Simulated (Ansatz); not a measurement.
Molecule: TaO$_{3}$, net charge 0, doublet state. The spin state was set by rule; other spins were not relaxed. 
Coordinates optimised at B3LYP-D3(BJ)/def2-TZVP (Ansatz, an electronic-structure program):
```
Ta
O 1 1.7216
O 1 1.9230 2 110.99
O 3 1.4761 1 67.43 2 99.18
```
Charge 0, spin multiplicity 2.

Property: vertical ionisation energy (to the singlet state of charge +1; each state is the SCF solution reached for its spin; for the singlet T1 is 0.036; for the doublet T1 is 0.050), in eV. Valence correlation only, unless marked. UHF or UKS for open shells. No spin-orbit coupling. Frozen are the shells of the preceding noble gas and the d and f shells that filled before the atom's block. In def2 rows, elements after Kr have scalar-relativistic effective core potentials. Basis-set limits of correlation are two-point, X^-3; Hartree-Fock from the larger set. The bracket is a focal-point correction in the basis named.

```
level                                                          program  vertical ionisation energy (eV)  minus last row
-------------------------------------------------------------  -------  -------------------------------  --------------
SVWN5/def2-TZVPD                                                Ansatz                             8.42            0.36
B3LYP/def2-TZVPD                                                Ansatz                             8.43            0.37
PBE0/def2-TZVPD                                                 Ansatz                             8.34            0.28
CAM-B3LYP/def2-TZVPD                                            Ansatz                             8.54            0.48
MP2/def2-SVPD                                                   Ansatz                             7.54           -0.52
MP2/def2-TZVPPD                                                 Ansatz                             7.61           -0.45
CCSD/def2-TZVPPD                                                Ansatz                             8.15            0.09
CCSD(T)/def2-SVPD                                               Ansatz                             7.95           -0.11
RI-MP2/CBS(def2-TZVPPD,def2-QZVPPD)+[CCSD(T)-MP2]/def2-SVPD     Ansatz                             8.07            0.01
RI-MP2/CBS(def2-TZVPPD,def2-QZVPPD)+[CCSD(T)-MP2]/def2-TZVPPD   Ansatz                             8.06            0.00
```
